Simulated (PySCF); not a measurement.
**ORD: SMILES C1(/Cl)=C/CCCCCC1, C8H13Cl**

Geometry:
```json
{"atom": "Cl1", "x (Å)": "0.210", "y (Å)": "2.208", "z (Å)": "-1.283"}
{"atom": "C2", "x (Å)": "0.211", "y (Å)": "1.907", "z (Å)": "0.443"}
{"atom": "C3", "x (Å)": "1.292", "y (Å)": "1.419", "z (Å)": "1.062"}
{"atom": "C4", "x (Å)": "2.364", "y (Å)": "0.637", "z (Å)": "0.396"}
{"atom": "C5", "x (Å)": "1.881", "y (Å)": "-0.832", "z (Å)": "0.441"}
{"atom": "C6", "x (Å)": "0.429", "y (Å)": "-1.071", "z (Å)": "-0.014"}
{"atom": "C7", "x (Å)": "-0.717", "y (Å)": "-0.777", "z (Å)": "0.993"}
{"atom": "C8", "x (Å)": "-1.676", "y (Å)": "0.386", "z (Å)": "0.689"}
{"atom": "C9", "x (Å)": "-1.147", "y (Å)": "1.794", "z (Å)": "1.041"}
{"atom": "H10", "x (Å)": "1.176", "y (Å)": "1.267", "z (Å)": "2.142"}
{"atom": "H11", "x (Å)": "3.342", "y (Å)": "0.725", "z (Å)": "0.895"}
{"atom": "H12", "x (Å)": "2.486", "y (Å)": "0.963", "z (Å)": "-0.647"}
{"atom": "H13", "x (Å)": "1.998", "y (Å)": "-1.218", "z (Å)": "1.470"}
{"atom": "H14", "x (Å)": "2.557", "y (Å)": "-1.439", "z (Å)": "-0.185"}
{"atom": "H15", "x (Å)": "0.361", "y (Å)": "-2.136", "z (Å)": "-0.291"}
{"atom": "H16", "x (Å)": "0.251", "y (Å)": "-0.520", "z (Å)": "-0.952"}
{"atom": "H17", "x (Å)": "-0.298", "y (Å)": "-0.645", "z (Å)": "2.006"}
{"atom": "H18", "x (Å)": "-1.341", "y (Å)": "-1.682", "z (Å)": "1.063"}
{"atom": "H19", "x (Å)": "-1.938", "y (Å)": "0.368", "z (Å)": "-0.383"}
{"atom": "H20", "x (Å)": "-2.621", "y (Å)": "0.226", "z (Å)": "1.235"}
{"atom": "H21", "x (Å)": "-1.060", "y (Å)": "1.892", "z (Å)": "2.136"}
{"atom": "H22", "x (Å)": "-1.841", "y (Å)": "2.570", "z (Å)": "0.684"}
```

The calculation used TDDFT CAM-B3LYP/aug-cc-pVDZ circular dichroism and optical rotation, one conformer, gas phase in PySCF 2.14.0. Geometry: PBE0-D3(BJ)/def2-SVP.

No stereocentre is labelled: unless the shape is locked (an allene, a helicene, a hindered biaryl), the mirror image is equally populated and a measured rotation or CD is zero.

Question: Give the optical rotatory dispersion at 633, 589.3, 546, 436, 405, 365, 355 nm.

Answer: [α] in deg dm⁻¹ (g/mL)⁻¹:
```csv
λ (nm),origin-invariant length gauge,modified velocity gauge,length gauge (centre of mass),isotropic polarisability (au)
633,+154.1,+139.6,+154.1,109.4
589.3,+183.8,+166.6,+183.9,109.8
546,+223.3,+202.6,+223.5,110.3
436,+418.4,+381.1,+419.0,112.6
405,+526.9,+480.7,+527.8,113.6
365,+752.0,+688.2,+753.8,115.5
355,+833.4,+763.4,+835.5,116.1
```

Question: And for the mirror image at 589.3 nm?

Answer: -183.8 deg dm⁻¹ (g/mL)⁻¹ (origin-invariant length gauge): the same size and the opposite sign.

Question: What is the molar rotation [Φ] = [α]·M/100 of the geometry above at 589.3 nm?

Answer: With M = 144.64 g/mol, +265.9 deg cm² dmol⁻¹ (origin-invariant length gauge).

The first excitation lies at 5.71 eV (217 nm) with R = +12.6 × 10⁻⁴⁰ esu² cm² (velocity form).
